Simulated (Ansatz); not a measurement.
A single point on C$_{4}$H$_{6}$OSi (`C=C1OC=C[SiH2]1`).

```yaml
crystal:
  periodic: [false, false, false]
  atoms:
    - {symbol: C, position_ang: [0.030799, -2.156828, 0.300512]}
    - {symbol: C, position_ang: [0.074320, -0.836249, 0.190895]}
    - {symbol: O, position_ang: [0.862933, -0.121248, 1.085215]}
    - {symbol: C, position_ang: [0.823616, 1.218010, 0.869591]}
    - {symbol: C, position_ang: [0.092585, 1.760718, -0.109269]}
    - {symbol: Si, position_ang: [-0.751417, 0.384375, -0.990021]}
    - {symbol: H, position_ang: [-0.574683, -2.737515, -0.382266]}
    - {symbol: H, position_ang: [0.591207, -2.684618, 1.064593]}
    - {symbol: H, position_ang: [1.447906, 1.746241, 1.582142]}
    - {symbol: H, position_ang: [0.085365, 2.831244, -0.251463]}
    - {symbol: H, position_ang: [-0.369074, 0.177072, -2.412350]}
    - {symbol: H, position_ang: [-2.236657, 0.363497, -0.913781]}
basis:
  gaussian: {orbitals: def2-QZVPP}
correlation: {method: mp2}
```

```sh
$ ansatz run in.yaml --threads 4 --pin off --events-out ev --progress --plain --max-ram 10444MiB
```

Shortened log:

```
Functional definition: HF
3214 factors; integrals over basis functions are off by at most 9.3e-4 eV
mean field evaluation 1: about -14113.5395 eV, gradient 3.9e1 eV
mean field evaluation 2: about -14113.7506 eV, gradient 3.9e1 eV
mean field evaluation 4: about -14118.0741 eV, gradient 4.3e0 eV
mean field evaluation 8: about -14118.1440 eV, gradient 3.6e-1 eV
mean field -14118.14470760 eV, -518.8322483819 hartree, gradient 2.9e-6 eV, S^2 0.000000; 0 other end points of the search recorded, 0 dependent functions left out
10 core orbitals not correlated: weight in the atoms' cores, before any rotation towards them, 1.000 or more for the frozen orbitals, at most 0.000 for the correlated occupied ones
reference -14118.14470760 eV, -518.8322483819 hartree; 16, 16 occupied and 509, 509 virtual orbitals, 3214 factors
second order -28.48855240 eV of doubles, -0.00000000 eV of singles
Total energy: -14146.63326000 eV, -519.8791833724 hartree
```

Hardware: 4 threads of an Intel Xeon Platinum 8488C on a shared host. Wall time 23 s, peak host memory 4.1 GiB.
